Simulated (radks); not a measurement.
Results of a calculation; reference values are marked as such.
Initial-state core-level shifts of neutral erbium when its valence configuration changes from [Xe] 4f12 6s2. Level of theory: Dirac Kohn-Sham, BLYP, spin-unpolarised, spherical densities, point nucleus; open shells fill j = l - 1/2 first (a radial shooting solver on a logarithmic mesh with Libxc functionals). Shifts are changes of the shell-averaged eigenvalues in eV (positive: less bound).

valence                    2s       3p       3d       4p
4f11 6s2 6p1           -9.974  -10.661  -10.599  -10.338
4f12 5d2               +0.696   +0.658   +0.668   +0.699
4f12 6s1 6p1           -1.308   -1.290   -1.292   -1.302
4f12 6p2               -2.474   -2.440   -2.444   -2.464
4f11.5 6s2 6p0.5       -4.708   -5.018   -4.990   -4.897
4f11 5d0.5 6s2 6p0.5   -8.347   -9.064   -8.996   -8.726
4f11 5d1 6s2           -6.865   -7.605   -7.531   -7.253
4f12 6s1.5 6p0.5       -0.677   -0.668   -0.669   -0.674
4f10 5d0.5 6s2 6p1.5  -19.846  -21.492  -21.342  -20.497
